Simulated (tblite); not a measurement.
A geometry optimisation, step by step.

Species: C₇H₁₀Ge.
SMILES with atom numbers: `[CH2:1]=[CH:2][CH2:3][C:4]#[C:5][C:6](=[CH2:7])[GeH3:8]` (hydrogens: H9, H10 on C1; H11 on C2; H12, H13 on C3; H14, H15 on C7; H16, H17, H18 on Ge8)

Computed with GFN2-xTB (tblite), gas phase: L-BFGS steps from a force-field or distance-geometry start until the largest atomic force falls under 0.01 eV/Å. 5 of its 143 geometries are shown.

Step 0: E = -594.7016 eV, largest atomic force 2.239 eV/Å
```
atom  x, y, z in Å  |  force x, y, z in eV/Å
C1      3.529    0.941   -0.653   -1.331   0.389   1.069
C2      2.508    0.983    0.225    1.598  -0.838  -1.071
C3      1.975   -0.367    0.629   -1.274   0.008   0.477
C4      0.538   -0.461    0.278    0.095  -0.034   0.309
C5     -0.634   -0.558   -0.002   -0.229   0.280  -0.250
C6     -2.029   -0.664   -0.388    2.063  -0.284   0.823
C7     -2.616   -1.810   -0.104   -0.550  -0.865   0.213
Ge8    -2.850    0.815   -1.226   -0.838   1.595  -1.155
H9      3.831   -0.039   -0.985    0.360   0.311  -0.280
H10     4.005    1.832   -1.016    0.141  -0.083  -0.127
H11     2.122    1.904    0.636   -0.110  -0.252   0.011
H12     2.130   -0.569    1.719   -0.298   0.250  -0.632
H13     2.479   -1.169    0.078    0.040   0.171   0.083
H14    -3.652   -2.022   -0.332    0.060   0.091  -0.032
H15    -2.058   -2.591    0.389   -0.100  -0.159   0.013
H16    -3.997    1.464   -0.397    0.564  -0.300  -0.314
H17    -3.513    0.425   -2.592    0.332   0.151   0.697
H18    -1.775    1.891   -1.536   -0.523  -0.429   0.168
```

Step 36: E = -595.0731 eV, largest atomic force 0.048 eV/Å
```
atom  x, y, z in Å  |  force x, y, z in eV/Å
C1      3.550    0.979   -0.684    0.014  -0.002   0.016
C2      2.556    0.898    0.179   -0.029   0.007  -0.037
C3      1.959   -0.396    0.650    0.013   0.006   0.010
C4      0.556   -0.492    0.293   -0.001  -0.001   0.012
C5     -0.610   -0.578    0.004   -0.008  -0.020   0.001
C6     -1.969   -0.697   -0.351   -0.012   0.022  -0.023
C7     -2.662   -1.810   -0.105    0.010   0.000  -0.005
Ge8    -2.831    0.830   -1.242   -0.008   0.033  -0.011
H9      4.005    0.097   -1.108    0.008   0.015   0.005
H10     3.961    1.924   -0.997   -0.022  -0.014  -0.007
H11     2.101    1.791    0.587    0.004   0.004   0.003
H12     2.042   -0.459    1.742   -0.004  -0.002   0.021
H13     2.499   -1.243    0.217   -0.004  -0.007  -0.017
H14    -3.698   -1.893   -0.394    0.002  -0.006   0.016
H15    -2.220   -2.665    0.383   -0.005  -0.022   0.005
H16    -3.911    1.419   -0.386    0.017  -0.010   0.010
H17    -3.491    0.393   -2.513    0.012   0.001   0.007
H18    -1.847    1.909   -1.554    0.013  -0.005  -0.005
```

Step 71: E = -595.0790 eV, largest atomic force 0.027 eV/Å
```
atom  x, y, z in Å  |  force x, y, z in eV/Å
C1      3.504    1.013   -0.686   -0.006   0.007   0.006
C2      2.472    0.899    0.127   -0.003  -0.010  -0.003
C3      1.956   -0.407    0.657   -0.007  -0.010   0.007
C4      0.558   -0.568    0.309   -0.009   0.001  -0.002
C5     -0.606   -0.663    0.012    0.012   0.010   0.011
C6     -1.965   -0.743   -0.351    0.009  -0.002  -0.012
C7     -2.695   -1.833   -0.117   -0.001  -0.001  -0.012
Ge8    -2.739    0.845   -1.218    0.006  -0.012  -0.008
H9      4.062    0.155   -1.022    0.007  -0.017  -0.006
H10     3.838    1.969   -1.049    0.016   0.020  -0.010
H11     1.919    1.772    0.447    0.002   0.014   0.007
H12     2.043   -0.421    1.750    0.012  -0.001   0.006
H13     2.537   -1.241    0.253   -0.006   0.005   0.000
H14    -3.733   -1.879   -0.406   -0.013  -0.005   0.001
H15    -2.283   -2.708    0.362   -0.006  -0.003   0.000
H16    -3.730    1.515   -0.319   -0.008   0.014   0.010
H17    -3.473    0.466   -2.466   -0.003   0.000   0.007
H18    -1.676    1.837   -1.562   -0.001  -0.010  -0.001
```

Step 106: E = -595.0864 eV, largest atomic force 0.191 eV/Å
```
atom  x, y, z in Å  |  force x, y, z in eV/Å
C1      3.464    1.019   -0.680   -0.008   0.028   0.045
C2      2.434    0.933    0.140    0.071   0.005  -0.055
C3      1.926   -0.361    0.704   -0.036   0.018   0.003
C4      0.532   -0.546    0.350    0.171  -0.006   0.070
C5     -0.624   -0.688    0.050   -0.172  -0.054  -0.064
C6     -1.960   -0.791   -0.388    0.001   0.032   0.058
C7     -2.691   -1.894   -0.233    0.009  -0.011  -0.001
Ge8    -2.696    0.835   -1.190    0.028   0.084  -0.091
H9      4.012    0.149   -1.003   -0.004  -0.018   0.009
H10     3.816    1.964   -1.054   -0.004   0.051  -0.047
H11     1.887    1.814    0.449    0.019   0.014  -0.011
H12     2.012   -0.326    1.797    0.002  -0.094  -0.012
H13     2.514   -1.200    0.319   -0.019   0.015   0.079
H14    -3.702   -1.938   -0.605   -0.028  -0.023   0.027
H15    -2.308   -2.775    0.257    0.020  -0.072  -0.016
H16    -3.194    1.759   -0.111   -0.013  -0.053  -0.146
H17    -3.812    0.495   -2.139    0.030   0.074   0.134
H18    -1.618    1.558   -1.940   -0.068   0.011   0.019
```

Step 142: E = -595.1096 eV, largest atomic force 0.009 eV/Å
```
atom  x, y, z in Å  |  force x, y, z in eV/Å
C1      3.445    1.001   -0.659    0.001   0.002  -0.001
C2      2.445    0.936    0.199    0.003   0.002   0.004
C3      1.914   -0.344    0.777   -0.002  -0.002  -0.001
C4      0.535   -0.533    0.369   -0.004  -0.006   0.000
C5     -0.607   -0.668    0.009   -0.001  -0.006  -0.005
C6     -1.942   -0.782   -0.431   -0.001   0.002   0.003
C7     -2.626   -1.923   -0.337    0.003   0.002   0.001
Ge8    -2.719    0.850   -1.192    0.006  -0.003  -0.001
H9      3.964    0.119   -0.996    0.002  -0.001   0.003
H10     3.789    1.938   -1.061    0.008   0.003  -0.001
H11     1.929    1.832    0.518   -0.004   0.004  -0.004
H12     1.954   -0.303    1.871   -0.002   0.002   0.002
H13     2.515   -1.194    0.440   -0.004  -0.004  -0.006
H14    -3.646   -1.988   -0.682    0.008   0.001   0.002
H15    -2.194   -2.819    0.082   -0.004   0.004  -0.001
H16    -2.733    1.956   -0.185   -0.005   0.002   0.003
H17    -4.121    0.592   -1.646    0.000   0.001   0.002
H18    -1.912    1.337   -2.353   -0.003  -0.003  -0.002
```

Q: Summarise the path.

A: The energy falls by 39.37 kJ/mol from step 0 to step 142; nine tenths of that is first reached at step 25. It rises by more than 0.2 meV at steps 105 and 115. The largest force goes from 2.239 to 0.009 eV/Å. Among the bonds C6–Ge8 changes most, from 1.888 to 1.961 Å; the atoms move by 0.530 Å rms after alignment.

Q: Follow the three bonds and two angles with the largest change from start to end.

A: 
```tsv
step	E above end (kJ/mol)	largest force (eV/Å)	C6–Ge8 (Å)	Ge8–H17 (Å)	Ge8–H16 (Å)	C1–C2–C3 (°)	C3–C2–H11 (°)
0	39.37	2.239	1.888	1.568	1.557	114.5	122.3
6	10.06	0.611	1.962	1.490	1.494	119.2	118.5
12	5.65	0.191	1.972	1.500	1.501	122.0	115.5
19	4.27	0.097	1.964	1.496	1.497	124.0	115.3
25	3.91	0.058	1.966	1.498	1.498	124.4	115.0
31	3.63	0.042	1.967	1.496	1.497	123.9	115.3
37	3.50	0.049	1.966	1.497	1.498	123.9	115.2
43	3.42	0.019	1.967	1.497	1.498	123.9	115.2
49	3.33	0.036	1.966	1.495	1.496	123.9	115.4
56	3.10	0.029	1.967	1.497	1.499	124.1	115.0
62	3.01	0.020	1.967	1.497	1.497	124.3	114.9
68	2.98	0.015	1.967	1.497	1.497	124.1	115.0
74	2.93	0.018	1.966	1.496	1.498	124.2	115.0
80	2.89	0.014	1.966	1.496	1.497	124.2	115.0
86	2.87	0.022	1.968	1.497	1.497	124.1	115.0
93	2.78	0.063	1.966	1.495	1.499	124.0	115.3
99	2.63	0.039	1.966	1.498	1.496	124.1	115.0
105	2.32	0.156	1.958	1.488	1.490	123.8	115.2
111	1.41	0.124	1.958	1.503	1.500	123.9	115.0
117	0.52	0.042	1.960	1.497	1.498	124.0	115.2
123	0.28	0.053	1.962	1.497	1.498	124.1	115.0
130	0.12	0.032	1.961	1.496	1.496	124.0	115.2
136	0.03	0.020	1.960	1.497	1.497	124.1	115.1
142	0.00	0.009	1.961	1.496	1.496	124.1	115.1
```

The cost below is that of the whole relaxation. Hardware: one thread, Arm Neoverse N1 (aarch64) (shared host). Cost: 1.7 s of wall time.
